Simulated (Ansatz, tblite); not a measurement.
Cost and result up the ladder for the cluster MoO3⁻ (4 atoms). Charge -1, multiplicity 2. Geometry: r2SCAN-D4/def2-TZVPD.

```xyz
4

Mo   -0.183    0.232   -0.029
O    -0.296   -0.153    1.664
O    -0.875   -0.951   -1.100
O     1.353    0.872   -0.536
```

Ansatz on 4 threads of Arm Neoverse V2 on a shared host; xTB runs through tblite on one thread. Times are rough, summed over both states, and most runs start from the orbitals of an earlier one. ωB97M-V/def2-TZVPD serves as the yardstick here, not as an exact answer. The other state is a quartet at its own geometry.

In the def2 sets Mo takes a core potential; there is no spin–orbit coupling. The xTB rows come from tblite. Correlated methods freeze 3 core orbitals; core or outer-core shells of Mo are correlated, in sets that lack core-valence functions. The structure comes from a short search, and lower isomers may exist.

Run but left out: MP2/def2-TZVPD (doublet: ⟨S²⟩ 0.96, where a pure state has 0.75).

Correlated methods converge slowly with the basis.

xTB has no spin-polarisation term.

```tsv
level	functions	quartet − doublet (eV)	difference from ωB97M-V/def2-TZVPD (eV)	remarks
revPBE-D4/def2-TZVPD	160	3.27	0.39	HOMO above zero (quartet)
CCSD(T)/def2-TZVPD	160	3.18	0.30	spin-contaminated (⟨S²⟩ 0.96) (doublet)
BHLYP-D4/def2-TZVPD	160	2.34	-0.54	–
PBE-D4/def2-TZVPD	160	3.35	0.47	HOMO above zero (quartet)
GFN1-xTB	21	4.52	1.64	–
GFN2-xTB	21	3.73	0.86	–
RPA@PBE/def2-TZVPD	160	3.13	0.25	–
PBE0-D4/def2-TZVPD (with forces)	160	2.93	0.05	–
r2SCAN-D4/def2-TZVPD	160	3.13	0.25	HOMO above zero (quartet)
ωB97M-V/def2-TZVPD	160	2.88	0.00	–
r2SCANh-D4/def2-TZVPD	160	2.97	0.09	HOMO above zero (quartet)
r2SCAN0-D4/def2-TZVPD	160	2.71	-0.17	–
```

Q: Estimate how long each takes.

A: GFN1-xTB 0.004 s; GFN2-xTB 0.004 s; revPBE-D4/def2-TZVPD 3.8 s; PBE-D4/def2-TZVPD 4 s; RPA@PBE/def2-TZVPD 6.2 s; PBE0-D4/def2-TZVPD (with forces) 8.1 s; BHLYP-D4/def2-TZVPD 8.2 s; r2SCAN-D4/def2-TZVPD 13 s; r2SCANh-D4/def2-TZVPD 14 s; r2SCAN0-D4/def2-TZVPD 14 s; ωB97M-V/def2-TZVPD 26 s; CCSD(T)/def2-TZVPD 10 min. On shared hardware such times vary by a factor of up to 3.
